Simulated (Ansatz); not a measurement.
Reaction (formal exchange of groups at a B–F bond): `FB(Cl)Br` + `C=CC=C(F)F` → `ClBBr` + `C=C(F)C=C(F)F`

Calculated with Ansatz (gas phase, PBE0-D4/def2-TZVP geometries, no zero-point term in ΔE). CCSD(T)/CBS adds triple-zeta CCSD(T) − MP2 to the extrapolated MP2 energy (def2 sets, frozen cores). DFT in def2-TZVPP. For Br outer-core shells are correlated without core-valence functions, which leaves a few kJ/mol of doubt a bond. Scalar relativity is left out up to krypton. Each species was taken in one conformer, which may not be the lowest.

CCSD(T)/CBS gives +49.7 kcal/mol.

Q: Another level gave +47.4 kcal/mol. Which?
A. ωB97X-V/def2-TZVPP
B. MP2/def2-TZVPP
C. PBE-D4/def2-TZVPP
D. CCSD(T)/def2-TZVPP

A: A. ωB97X-V 47.4, PBE-D4 46.4, CCSD(T)/def2-TZVPP 49.3, MP2/def2-TZVPP 50.9 kcal/mol.

Largest T1 diagnostic among the species: 0.013.

From r2SCAN to r2SCAN0 (25 % exact exchange), in def2-TZVPP and without D4, ΔE moves by +0.8 kcal/mol. Leaving LDA and LC-ωPBE aside and taking each functional with its dispersion term where it has one, the values, not all of them listed here, spread over 2.9 kcal/mol, from PBE-D4 to PBE-QIDH.
